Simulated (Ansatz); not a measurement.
Species: dibromo(dimethyl)germane, C$_{2}$H$_{6}$Br$_{2}$Ge, net charge 0, singlet state. 
Coordinates optimised at B3LYP-D3(BJ)/def2-TZVP (Ansatz, a first-principles code):
SMILES: [CH3][Ge]([CH3])([Br])[Br]
```xyz
11

C      1.7279    -1.1146     1.1365
Ge     0.0319    -0.5082     0.3906
C     -1.5630    -1.5148     0.8844
Br     0.2149    -0.5464    -1.9383
Br    -0.2881     1.7126     1.0420
H      1.9168    -2.1386     0.8154
H      2.5285    -0.4691     0.7823
H      1.6791    -1.0708     2.2241
H     -1.4520    -2.5482     0.5574
H     -2.4318    -1.0722     0.4024
H     -1.6898    -1.4805     1.9661
```

Wanted: vertical triplet-singlet gap (E(triplet) - E(singlet); each state is the SCF solution reached for its spin), in kcal/mol. Correlated levels leave the core frozen unless marked. UHF or UKS for open shells. No spin-orbit coupling. Frozen are the shells of the preceding noble gas and the d and f shells that filled before the atom's block. No relativistic terms. CBS marks a two-point X^-3 extrapolation of the correlation energy; Hartree-Fock from the larger set. The bracket is a focal-point correction in the basis named. The program attaches cautions to a run behind CCSD/aug-cc-pVDZ: other roots. The program attaches cautions to a run behind CCSD(T)/aug-cc-pVDZ: other roots.

```csv
level,program,vertical triplet-singlet gap (kcal/mol)
HF/aug-cc-pVTZ,Ansatz,138.2
HF/aug-cc-pVQZ,Ansatz,138.2
SVWN5/def2-TZVPD,Ansatz,115.1
PBE/def2-TZVPD,Ansatz,115.6
r2SCAN/def2-TZVPD,Ansatz,122.5
B3LYP/def2-TZVPD,Ansatz,124.6
PBE0/def2-TZVPD,Ansatz,128.0
CAM-B3LYP/def2-TZVPD,Ansatz,133.0
wB97M-V/def2-TZVPD,Ansatz,137.4
wB97X-V/def2-TZVPD,Ansatz,140.4
B2PLYP/def2-TZVPD,Ansatz,134.0
MP2/aug-cc-pVTZ,Ansatz,146.6
RI-MP2/aug-cc-pVTZ,Ansatz,146.6
RI-MP2/aug-cc-pVQZ,Ansatz,147.6
"RI-MP2/CBS(aug-cc-pVTZ,aug-cc-pVQZ)",Ansatz,148.4
SCS-MP2/aug-cc-pVTZ,Ansatz,147.5
CCSD/aug-cc-pVDZ,Ansatz,141.2
CCSD/aug-cc-pVTZ,Ansatz,142.3
CCSD(T)/aug-cc-pVDZ,Ansatz,138.7
CCSD(T)/aug-cc-pVTZ,Ansatz,141.5
"RI-MP2/CBS(aug-cc-pVTZ,aug-cc-pVQZ)+[CCSD(T)-MP2]/aug-cc-pVTZ",Ansatz,143.2
```
